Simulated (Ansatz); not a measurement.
Job for Ansatz (an electronic-structure program): U-CCSD(T)/def2-SVP on Sb2, a point of a bond scan (R = 4.976 Å). Elements past Kr take the def2 small-core potentials; no spin–orbit coupling. The run froze 18 orbitals, filled d shells among them.

Ansatz 0.2 input:
```yaml
crystal:
  periodic: [false, false, false]
  atoms:
    - {symbol: Sb, position_ang: [-0.00000000, -0.00000000, -1.24399440]}
    - {symbol: Sb, position_ang: [0.00000000, 0.00000000, 3.73198320]}
basis:
  gaussian:
    orbitals: def2-SVP
correlation: {method: ccsd_t, electrons: outside_noble_gas}
scf: {omitted_lower_state_checks: [cluster_reference]}
magnetization: {spin_polarized: true, initial_magnetization: 0}
```

The log:

```
WARN ansatz: RAYON_NUM_THREADS=1 ignored (pool sized by the plan → 1); use --threads N
Functional definition: HF
these checks for a lower state are left out or cut short: cluster_reference
integrals: 0.04 GiB planned
671 factors; integrals over basis functions are off by at most 1.9e-4 eV
mean field: 0.20 GiB planned
mean field evaluation 1: about -13011.9949 eV, gradient 1.6e0 eV
mean field evaluation 2: about -13011.9956 eV, gradient 1.6e0 eV
mean field evaluation 4: about -13012.0514 eV, gradient 1.5e-1 eV
mean field evaluation 8: about -13012.0516 eV, gradient 1.0e-2 eV
mean field evaluation 16: about -13012.8304 eV, gradient 3.0e0 eV
mean field evaluation 32: about -13015.4652 eV, gradient 7.0e-1 eV
mean field evaluation 64: about -13016.4694 eV, gradient 3.6e0 eV
mean field evaluation 96: about -13016.5386 eV, gradient 7.0e0 eV
mean field evaluation 128: about -13016.9629 eV, gradient 2.6e-3 eV
mean field evaluation 160: about -13017.2054 eV, gradient 2.0e-5 eV
mean field evaluation 192: about -13020.2338 eV, gradient 6.8e-2 eV
mean field evaluation 224: about -13016.9807 eV, gradient 3.8e-1 eV
mean field evaluation 256: about -13012.4732 eV, gradient 2.7e0 eV
mean field evaluation 288: about -13015.8105 eV, gradient 6.1e0 eV
mean field evaluation 320: about -13016.7476 eV, gradient 5.0e-1 eV
mean field -13021.92421855 eV, -478.5468884544 hartree, gradient 1.7e-6 eV, S^2 2.992682; 17 other end points of the search recorded, 0 dependent functions left out
18 core orbitals not correlated
reference -13021.92421855 eV, -478.5468884544 hartree; 5, 5 occupied and 29, 29 virtual orbitals, 671 factors
second order -2.51472870 eV of doubles, -0.00000000 eV of singles
coupled cluster: 0.10 GiB planned
cycle   1  -3.05252635 eV  change   -5.4e-1 eV  update   5.7e-2
cycle   2  -3.20759349 eV  change   -1.6e-1 eV  update   1.6e-2
cycle   3  -3.21073817 eV  change   -3.1e-3 eV  update   2.5e-3
cycle   4  -3.21129735 eV  change   -5.6e-4 eV  update   6.6e-4
cycle   5  -3.21112858 eV  change    1.7e-4 eV  update   5.0e-4
cycle   6  -3.21100106 eV  change    1.3e-4 eV  update   3.0e-4
cycle   7  -3.21123547 eV  change   -2.3e-4 eV  update   1.7e-4
cycle   8  -3.21117717 eV  change    5.8e-5 eV  update   1.0e-4
cycle   9  -3.21112124 eV  change    5.6e-5 eV  update   7.5e-5
cycle  10  -3.21116836 eV  change   -4.7e-5 eV  update   4.8e-5
cycle  11  -3.21117974 eV  change   -1.1e-5 eV  update   2.5e-5
cycle  12  -3.21116105 eV  change    1.9e-5 eV  update   1.5e-5
cycle  13  -3.21116252 eV  change   -1.5e-6 eV  update   9.3e-6
coupled cluster: 0.10 GiB planned
perturbative correction -0.03422722 eV, -0.0012578271 hartree
Total energy: -13025.16960829 eV, -478.6661543275 hartree
Checks for a lower state left out: cluster_reference
```

The calculation finished and met its thresholds. Its determinant has ⟨S²⟩ = 2.99, a mixture of spin states.

Cost: about 8 core-seconds (a rough figure).
